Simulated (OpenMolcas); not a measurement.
**Nb²⁺: effect of the basis set**

```yaml
Program: OpenMolcas 26.06
Method: "MS-CASPT2, IPEA 0.25 Eh, imaginary shift 0.1 Eh (closed shells correlated: 4s 4p)"
Active_space: 3 electrons in 10 orbitals (4d 5d)
State_averaging: 2S+1 = 4 even, 10 roots; 2S+1 = 2 even, 40 roots
Spin-orbit_coupling: RASSI with atomic mean-field integrals over the reference wave functions, term energies averaged over their components
```

A. ANO-R2 [7s5p4d2f1g], X2C, finite nucleus; CASPT2 step about 7 core-minutes
B. ANO-RCC-VTZP [7s6p4d2f1g], DKH2, point nucleus; CASPT2 step roughly 8 core-minutes
C. ANO-RCC-VQZP [8s7p5d3f2g1h], DKH2, point nucleus; CASPT2 step of the order of 6 core-minutes

Energies in cm-1 above 4d3 4F 3/2, the measured ground level; measured values from the list in Shadmi, J. Res. Natl. Bur. Stand. 70A, 435 (1966).

```csv
Level,A,B,C,Measured
4d3 4F 3/2,0.0,0.0,0.0,0.0
4d3 4F 5/2,518,521,518,516
4d3 4F 7/2,1183,1191,1183,1177
4d3 4F 9/2,1954,1968,1952,1939
4d3 4P 1/2 [62 %],8630,8750,8640,8664
4d3 2G 7/2,9470,9580,9230,9236
4d3 4P 5/2,9800,9870,9870,9594
4d3 2G 9/2,10070,10180,9830,9804
4d3 2P 1/2 [62 %],10080,10280,10040,
4d3 2D 3/2(1),13210,13350,13050,
4d3 2H 9/2,13500,13610,13280,12916
4d3 2D 5/2(1),13650,13770,13490,13094
4d3 2H 11/2,13880,14000,13660,13264
4d3 2F 7/2,20890,21070,20700,19861
4d3 2F 5/2,21130,21310,20940,19975
4d3 2D 5/2(2),33350,33510,33100,
4d3 2D 3/2(2),33640,33790,33390,
```

Deviations, from unrounded energies. A percentage is the sum of absolute deviations over the sum of measured energies, with the sign that they share, or ± where signs differ.

```json
{"Against measurement": "mean absolute deviation (cm-1)", "Levels": "12", "A": "390", "B": "480", "C": "280"}
{"Against measurement": "fine structure of the ground term (%)", "Levels": "3", "A": "+0.7", "B": "+1.3", "C": "+0.6"}
{"Against measurement": "other terms of the ground configuration (%)", "Levels": "9", "A": "±4.0", "B": "+4.9", "C": "±2.8"}
```

C lies closest to measurement on these levels and B furthest from it. The largest miss of C in the table is 4d3 2F 5/2, by +970 cm-1. The ranking rests on the paired levels alone, and a cruder setting can come out closer through cancelling errors.

The two smallest mean deviations differ by little beside CASPT2's spread within terms, so their order carries little weight.

Among A to C the level of the table that moves most is 4d3 2D 5/2(2), by 400 cm-1 (lowest in C, highest in B). Moves below CASPT2's spread within the term are not significant.

Term energies are means over components that CASPT2 splits; among the terms shown or strongly mixed into the levels shown the widest spread is 750 cm-1 (4d3 4F, C). Active for correlation alone: 5d; no level in the range computed is led by a configuration that fills it, so any true level of that kind is missing. The CASPT2 spread within a term exceeds the gap to the next term for 4d3 2G and 4d3 2P, 4d3 2D(1) and 4d3 2H, so the order of their levels is uncertain (figures for A; the like holds for C). Computed and measured levels are paired by configuration, term and J; levels that our copy of the source lacks, or whose pairing is in doubt (as where it misses far off the trend of its configuration), stay unpaired and out of the deviations. Levels of configurations outside the active space are missing. The table leaves out levels that lie high or whose names do not pair safely across all columns.

A share in square brackets marks a mixed level and gives the weight of the term that names it, the lowest over the columns. A number in round brackets counts repeated terms of one configuration in the order of the reference energies.
